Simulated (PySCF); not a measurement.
Worked example: oscillator strength and radiative lifetime

C5H8O, SMILES C=C(C)CC=O.

The structure is a stationary point at ωB97X-D3(BJ)/def2-SVP. One conformer was computed; it need not be the lowest.

TDA-PBE/def2-SVPD run with PySCF puts the first singlet state with f over 0.02 at 5.36 eV (vertical), with the transition dipole (-0.575, 0.050, 0.134) in atomic units.

Question: Find the oscillator strength, the wavelength and the radiative lifetime that this transition would have in vacuum if emission retraced absorption.

Answer: 
|μ|² = 0.3511 au, so |μ| = 1.51 D. ΔE = 5.36/27.211 = 0.1970 hartree. f = (2/3) ΔE |μ|² = 0.046 (the program prints 0.046).
λ = 1239.84/5.36 = 231 nm; ν = 43231 cm⁻¹.
Einstein's coefficient A = 0.6670 ν² f s⁻¹ (ν in cm⁻¹) = 5.7e7 s⁻¹, so τ = 1/A = 17 ns. This state is S3; the lower singlets have f = 0.015, 0.009. The figure is the radiative limit of this one transition; relaxation, internal conversion, crossing to triplets and a medium change what is measured.
